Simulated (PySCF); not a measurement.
**Torsional scan of `[C@H]1(CF)C=C(F)C1`, C5H6F2**

Every point has one dihedral held and the rest relaxed. First point, dihedral F1–C2–C3–C4 = 0°. Geometry:
```csv
atom,x (Å),y (Å),z (Å)
F1,-2.153,-1.213,0.643
C2,-1.582,0.003,0.366
C3,-0.328,-0.155,-0.497
C4,0.043,-1.579,-0.876
C5,-0.111,-1.332,-2.168
F6,0.047,-2.055,-3.277
C7,-0.504,0.104,-2.026
H8,-1.346,0.450,1.337
H9,-2.349,0.602,-0.135
H10,0.497,0.412,-0.064
H11,0.306,-2.429,-0.280
H12,0.187,0.826,-2.457
H13,-1.519,0.340,-2.339
```

Computed, not measured: PySCF, GIAO HF/pcSseg-1 magnetisability, rotational g tensor and spin-rotation constants, non-relativistic, gas phase. Geometry: GFN2-xTB, dihedral held.

Q: How does the isotropic susceptibility follow that dihedral, the rest relaxed?

A: 
```
dihedral (°)  χ, cgs (10⁻⁶ cm³/mol)  magnetisability anisotropy (10⁻³⁰ J/T²)
           0                  -57.7                                       75
          45                  -58.5                                       76
          90                  -58.0                                       78
         135                  -57.2                                       90
         180                  -58.5                                       64
         225                  -58.1                                       93
         270                  -58.0                                       93
         315                  -58.5                                       81
```
